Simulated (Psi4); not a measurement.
Cl₂Se, charge -1, doublet, at a GFN2-xTB geometry (a state made from the parent by changing its charge; the spin is typed, not shown lowest) (a gas-phase anion, which may not be bound at this level); Psi4 1.11 with CAM-B3LYP/cc-pVDZ.

Psi4 was given this input:
```
memory 2 GB

molecule {
-1 2
Se    0.09953013    0.11985247    0.83385844
Cl    1.01690937    1.22996103   -0.75042855
Cl   -1.21596964   -1.46966598   -0.91728834
}

set {
  basis cc-pvdz
  reference uks
  scf_type pk
  puream true
  d_convergence 1e-8
  dft_radial_points 99
  dft_spherical_points 590
}

energy('cam-b3lyp')
print_variables()
```

Question: What does Psi4 print? Leave out banner, timings and long lists.

Answer: 
```
   => Loading Basis Set <=

    Name: CC-PVDZ
    Role: ORBITAL
    Keyword: BASIS

         ---------------------------------------------------------
                                   SCF
               by Justin Turney, Rob Parrish, Andy Simmonett
                          and Daniel G. A. Smith
                              UKS Reference
         ---------------------------------------------------------

  ==> Geometry <==

    Molecular point group: cs
    Full point group: Cs

    Geometry (in Angstrom), charge = -1, multiplicity = 2:

       Center              X                  Y                   Z               Mass
    ------------   -----------------  -----------------  -----------------  -----------------
         SE          -0.145416644254    -0.778331732296     0.000000000000    79.916521800000
         CL          -1.585529604032     0.805955367548     0.000000000000    34.968852682000
         CL           1.917859421263     0.972815169116     0.000000000000    34.968852682000

  Running in cs symmetry.

  Rotational constants: A =      0.17380  B =      0.07477  C =      0.05228 [cm^-1]
  Rotational constants: A =   5210.46371  B =   2241.66081  C =   1567.35066 [MHz]
  Nuclear repulsion =  299.486386842164848

  Charge       = -1
  Multiplicity = 2
  Electrons    = 69
  Nalpha       = 35
  Nbeta        = 34

  ==> Algorithm <==

  SCF Algorithm Type is PK.
  DIIS enabled.
  MOM disabled.
  Fractional occupation disabled.
  Guess Type is SAD.
  Energy threshold   = 1.00e-06
  Density threshold  = 1.00e-08
  Integral threshold = 1.00e-12

  ==> Primary Basis <==

  Basis Set: CC-PVDZ
    Blend: CC-PVDZ
    Number of shells: 27
    Number of basis functions: 63
    Number of Cartesian functions: 67
    Spherical Harmonics?: true
    Max angular momentum: 2

  ==> DFT Potential <==

   => LibXC <=

    Version 7.1.2
    S. Lehtola, C. Steigemann, M. J. T. Oliveira, and M. A. L. Marques,  SoftwareX 7, 1–5 (2018) (10.1016/j.softx.2017.11.002)

   => Composite Functional: CAM-B3LYP <=

    CAM-B3LYP Hyb-GGA Exchange-Correlation Functional

    T. Yanai, D. P. Tew, and N. C. Handy,  Chem. Phys. Lett. 393, 51 (2004) (10.1016/j.cplett.2004.06.011)

    Deriv               =              1
    GGA                 =           TRUE
    Meta                =          FALSE

    Exchange Hybrid     =           TRUE
    MP2 Hybrid          =          FALSE

   => Exchange Functionals <=

    0.3500         Becke 88 [omega = 0.3300]
[...]

   @Spin Contamination Metric:   3.569866437E-03
   @S^2 Expected:                7.500000000E-01
   @S^2 Observed:                7.535698664E-01
   @S   Expected:                5.000000000E-01
   @S   Observed:                5.000000000E-01

    Orbital Energies [Eh]
    ---------------------

    Alpha Occupied:

[...]
    Alpha Virtual:

[...]
      45Ap     1.519561

    Beta Occupied:

[...]
       9App   -0.082980

    Beta Virtual:

[...]
    Final Occupation by Irrep:
             Ap   App
    DOCC [    25,    9 ]
    SOCC [     1,    0 ]
    NA   [    26,    9 ]
    NB   [    25,    9 ]

  @UKS Final Energy: -3322.14242564979031

   => Energetics <=

    Nuclear Repulsion Energy =            299.4863868421648476
    One-Electron Energy =               -5226.6181573550329631
    Two-Electron Energy =                1716.6904586828670745
    DFT Exchange-Correlation Energy =    -111.7011138197893700
    Empirical Dispersion Energy =           0.0000000000000000
    VV10 Nonlocal Energy =                  0.0000000000000000
    Total Energy =                      -3322.1424256497903116

  UHF NO Occupations:
  HONO-2 :   24 Ap 1.9997595
  HONO-1 :   25 Ap 1.9987389
  HONO-0 :   26 Ap 1.0000000
  LUNO+0 :   27 Ap 0.0012611
  LUNO+1 :   28 Ap 0.0002405
  LUNO+2 :   29 Ap 0.0001065
  LUNO+3 :   30 Ap 0.0000861

Computation Completed

Properties will be evaluated at   0.000000,   0.000000,   0.000000 [a0]

Properties computed using the SCF density matrix

 Multipole Moments:

 ------------------------------------------------------------------------------------
     Multipole            Electronic (a.u.)      Nuclear  (a.u.)        Total (a.u.)
 ------------------------------------------------------------------------------------

 L = 1.  Multiply by 2.5417464519 to convert [e a0] to [Debye]
 Dipole X            :         -2.5751877            1.3330903           -1.2420975
 Dipole Y            :         -8.2341762            7.1352661           -1.0989101
 Dipole Z            :          0.0000000            0.0000000            0.0000000
 Magnitude           :                                                    1.6584359

 ------------------------------------------------------------------------------------

  Variable Map:
  ----------------------------------------------------------------------------
[...]
  Array Variable Map:
  ----------------------------------------------------------------------------
[...]
[...]
```
